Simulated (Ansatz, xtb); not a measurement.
Two isomers of BF2H5Si2

We compare a, `B[SiH2][SiH](F)F`, a singlet, with b, `F[Si+](F)[BH2-][SiH3]`, a singlet. Both are isolated molecules in the gas phase, relaxed with r2SCAN-D4/def2-SVP; the shapes shown needn't be the lowest conformers.

a (Å):

```yaml
atoms:
  - { symbol: B, position_ang: [-0.5328, -1.5698, -1.0972] }
  - { symbol: F, position_ang: [3.3700, -3.0003, -1.7070] }
  - { symbol: F, position_ang: [1.7161, -2.8649, 0.2958] }
  - { symbol: Si, position_ang: [1.0385, -0.6710, -1.9291] }
  - { symbol: Si, position_ang: [2.6057, -1.9585, -0.7293] }
  - { symbol: H, position_ang: [-0.9965, -1.1568, -0.0635] }
  - { symbol: H, position_ang: [-0.9693, -2.5927, -1.5632] }
  - { symbol: H, position_ang: [1.2585, 0.7660, -1.5784] }
  - { symbol: H, position_ang: [1.2778, -0.8971, -3.3862] }
  - { symbol: H, position_ang: [3.6358, -1.2569, 0.0807] }
```

b (Å):

```yaml
atoms:
  - { symbol: B, position_ang: [-1.8877, -0.4648, -0.1983] }
  - { symbol: F, position_ang: [0.9474, 0.8646, -0.2146] }
  - { symbol: F, position_ang: [-0.9451, 2.5052, 0.0985] }
  - { symbol: Si, position_ang: [-0.6564, 0.9598, -0.2335] }
  - { symbol: Si, position_ang: [-1.7861, -0.7424, 1.8433] }
  - { symbol: H, position_ang: [-1.4140, -1.4492, -0.7221] }
  - { symbol: H, position_ang: [-3.0023, -0.0647, -0.4544] }
  - { symbol: H, position_ang: [-2.2060, 0.4573, 2.6376] }
  - { symbol: H, position_ang: [-2.7238, -1.8631, 2.1618] }
  - { symbol: H, position_ang: [-0.4210, -1.1213, 2.3322] }
```

Q: Which of the two would you expect CCSD(T)/def2-SVP + ΔMP2/def2-TZVPP electronic energies to favour?

A: Too close to call at this level: CCSD(T)/def2-SVP + ΔMP2/def2-TZVPP gives E(b) − E(a) = −0.24 kcal/mol.

The same difference at several levels:

```
                             level            geometry  E(b) − E(a) (kcal/mol)  departure from the last row (kcal/mol)  job, with rough time for the two
                r2SCAN-D4/def2-SVP  r2SCAN-D4/def2-SVP                     −2.96                                   −2.72                optimisation, 39 s
                       HF/def2-SVP  r2SCAN-D4/def2-SVP                    +16.61                                  +16.85           part of the CCSD(T) run
                      MP2/def2-SVP  r2SCAN-D4/def2-SVP                     −0.93                                   −0.69           part of the CCSD(T) run
                  CCSD(T)/def2-SVP  r2SCAN-D4/def2-SVP                     +1.32                                   +1.56                      single point
CCSD(T)/def2-SVP + ΔMP2/def2-TZVPP  r2SCAN-D4/def2-SVP                     −0.24                                                        single point, 17 s
```

As drawn, b has 1 B–Si in place of 1 Si–Si.

The largest departure from CCSD(T)/def2-SVP + ΔMP2/def2-TZVPP is that of HF/def2-SVP, 16.85 kcal/mol. Levels run at GFN2-xTB geometries aren't shown. The last row adds to CCSD(T) the change of the MP2 difference between the two basis sets, here −1.56 kcal/mol.

With harmonic frequencies from r2SCAN-D4/def2-SVP (ideal gas, rigid rotor, one conformer each, 298.15 K, 1 atm): on the last row, ΔE + ΔZPE = −0.24 kcal/mol. A mode under 50 cm⁻¹ makes harmonic enthalpies and free energies unreliable, so none is given.

The correlated steps freeze 13 core orbitals. Codes used: Ansatz 0.2.0; the last row on 2 threads of Intel(R) Xeon(R) 6975P-C (Granite Rapids) on a shared host.
